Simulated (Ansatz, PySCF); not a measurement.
Reaction 3 R1 + R2 → P1 + P2 + P3 + P4, each structure at its B3LYP-D3(BJ)/def2-TZVP stationary point, reached from a drawn start (curvature not checked).
P1: CH4 (SMILES C), charge 0, multiplicity 1.
R1: H2 (SMILES [H][H]), charge 0, multiplicity 1.
P2: HCl (SMILES Cl), charge 0, multiplicity 1.
P3: HF (SMILES F), charge 0, multiplicity 1.
P4: SiH4 (SMILES [SiH4]), charge 0, multiplicity 1.
R2: CH4ClFSi (SMILES C[SiH](F)Cl), charge 0, multiplicity 1.

```tsv
level	reaction energy (kcal/mol)	minus CCSD(T)/cc-pV(Q+d)Z
HF/cc-pV(D+d)Z	25.77	-17.69
PBE-D3(BJ)/def2-TZVPP	41.92	-1.53
PBE-D4/def2-TZVPP	42.34	-1.12
BLYP-D3(BJ)/def2-TZVPP	43.53	0.07
revPBE-D4/def2-TZVPP	43.87	0.42
r2SCAN/def2-TZVPP	46.08	2.63
B3LYP-D3(BJ)/def2-TZVPP	42.63	-0.82
BHLYP-D3(BJ)/def2-TZVPP	41.99	-1.47
BHLYP-D4/def2-TZVPP	42.07	-1.38
CAM-B3LYP/def2-TZVPP	39.96	-3.50
CAM-B3LYP-D3(BJ)/def2-TZVPP	41.71	-1.74
B2PLYP/def2-TZVPP	41.72	-1.73
B2PLYP-D4/def2-TZVPP	43.26	-0.20
CCSD(T)/cc-pV(Q+d)Z	43.45	0.00
```

 The comparison column counts from a level with limits of its own.

P less R. No zero-point or thermal terms.

Correlated levels freeze the cores.

The values were computed with Ansatz (a program for electronic structure); PySCF for the D3/D4 terms. All values are computed, each at the level named.
